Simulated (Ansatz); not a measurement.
## What a proton shuttle does

Si₂H₆O ([SiH3][O][SiH3]) + HF → Si₂H₅OF ([F][SiH2][O][SiH3]) + H₂ (links in brackets), a four-centre ligand exchange, has a barrier of 1.386 eV above its start structure and a step energy of -1.329 eV. One H₂O is now added to the ring of the saddle, taking the hydrogen and handing on one of its own. Gas-phase electronic energies, without zero-point energy, by CCSD(T) at an estimated basis limit (MP2 extrapolated from triple and quadruple zeta, plus CCSD(T) − MP2 in triple zeta); Ansatz 0.2.0, def2-TZVPP and QZVPP, frozen cores, on PBE0-D4/def2-TZVP structures. Extrapolation: Hartree–Fock as exp(−7.88 √X), correlation as X^−2.97. Each barrier counts from its own start structure, which holds all the molecules, is reached by relaxing down from the saddle and may not be the deepest complex; no counterpoise correction.

Question: What are the barrier and the step energy with the shuttle? (An estimate is asked for; the value comes from the calculation.)

Answer: Computed: Barrier 1.292 eV, 0.094 eV lower than without; step energy -1.140 eV, both from the start structure. Counted from all the molecules apart, the saddle lies at 0.790 eV with the shuttle and at 1.294 eV without; the start well goes from -0.092 to -0.503 eV. At the saddle the angle at each passing proton is F–H···H 148° without the shuttle, against F–H···O 147° and O–H···H 166° with it. Bringing in the extra molecule costs entropy, which these electronic energies leave out.

No T1 diagnostic of these runs exceeds 0.013.

For scale, one of the runs: CCSD(T)/def2-TZVPP, 303 basis functions, launched by `ansatz run in.yaml --threads 8 --pin off --events-out ev --progress --plain --max-ram 19148MiB`. Time: 4.7 min of wall clock on 8 CPU threads of an Intel Xeon; the host was shared. Peak host memory: 10 GiB.
